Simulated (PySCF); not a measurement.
Predicted microwave data (PBE0/def2-SVPD in PySCF (dipole) on a GFN2-xTB geometry, gas phase) for one isomer of C6H7NO:

```
Rotational constants : A = 5638, B = 1497, C = 1184 MHz
Dipole components    : |μa| = 1.44 D, |μb| = 1.28 D, |μc| = 0.85 D
Inertial defect      : -0.37 u·Å²
κ                    : -0.86
```

Task: Which candidate fits, each taken in the one conformer that was computed?
A. `C/N=C/C#CC(C)=O`
B. `[NH2:1][c:2]1[cH:3][cH:4][cH:5][c:6]([OH:7])[cH:8]1` with C5–C6–O7–H 1° (3-aminophenol)
C. `[NH2:1][c:2]1[cH:3][cH:4][c:5]([OH:6])[cH:7][cH:8]1` with C4–C5–O6–H -179°

Result: C. It is Nc1ccc(O)cc1, an asymmetric top. The candidates at the same level (rigid rotor, commonest isotopes):

```
         SMILES  A (MHz)  B (MHz)  C (MHz)  μa (D)  μb (D)  μc (D)  Δ (u·Å²)  point group                        rotor
C/N=C/C#CC(C)=O     7960    695.5    658.5    2.46    1.86    1.54    -22.64           C1  near-prolate asymmetric top
   Nc1ccc(O)cc1     5638     1497     1184    1.44    1.28    0.85     -0.37      near Cs               asymmetric top
   Nc1cccc(O)c1     3791     1841     1240    0.73    0.43    0.78     -0.31      near Cs               asymmetric top
```

`Nc1cccc(O)c1` has A 33 % too low; `C/N=C/C#CC(C)=O` has B 54 % too low. No structure here is proved a minimum.
